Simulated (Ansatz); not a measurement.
Mulliken charges of BrHInS (`[SH][In][Br]`) radical from r2SCAN/def2-TZVPP in Ansatz (PBE0-D4/def2-TZVP geometry).

```json
{"atom": "S1", "x (Å)": "-1.137", "y (Å)": "-0.834", "z (Å)": "0.481", "charge (e)": "-0.329"}
{"atom": "In2", "x (Å)": "0.480", "y (Å)": "0.730", "z (Å)": "-0.437", "charge (e)": "0.569"}
{"atom": "Br3", "x (Å)": "2.897", "y (Å)": "0.145", "z (Å)": "-0.133", "charge (e)": "-0.355"}
{"atom": "H4", "x (Å)": "-2.184", "y (Å)": "-0.100", "z (Å)": "0.069", "charge (e)": "0.116"}
```

By hand: the dipole of these point charges (1 e Å = 4.8032 D).

Σ q r = (-0.635, 0.627, -0.352) e Å, of length 0.959 e Å = 4.61 D.

How does the dipole of the full density compare? (Best estimate.)

The calculation gave: (-0.458, 0.367, -0.205) e Å, 2.99 D; the point charges give 1.54 times that, at 6° from its direction.

Point charges leave out the atoms' own dipoles, such as those of lone pairs, and Mulliken's split depends on the basis, so the two needn't agree.
